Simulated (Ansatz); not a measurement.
Z-matrix (Å, degrees):
```
Ge
C 1 1.922
H 1 1.538 2 112.0
H 1 1.537 2 111.5 3 122.4
H 1 1.550 2 108.7 3 -119.0
C 2 1.338 1 124.6 3 115.5
H 2 1.084 1 118.4 3 -64.1
S 6 1.757 2 121.5 1 -175.5
O 6 1.347 2 126.5 1 2.6
H 8 1.342 6 95.3 2 -164.8
H 9 0.968 6 108.6 2 3.1
```

Charge 0, multiplicity 1.

(1) List the ωB97M-V/def2-TZVPP orbital energies in eV (the Gaussian-basis code of Ansatz). (Best estimate.)

Answers

(1) Computed: Occupied: -10866.57, -2427.25, -1362.42, -1210.16, -1210.14, -1210.14, -527.37, -284.37, -281.24, -221.22, -174.21, -164.35, -164.26, -164.13, -123.47, -123.44, -123.43, -36.28, -36.25, -36.25, -36.18, -36.18, -33.10, -25.28, -22.94, -19.85, -18.41, -16.55, -15.58, -14.72, -13.67, -12.45, -12.14, -12.07, -11.51, -10.57, -8.63. Lowest empty: 1.99, 2.13, 2.36, 2.82, 3.20, 3.68, 3.82, 4.24.
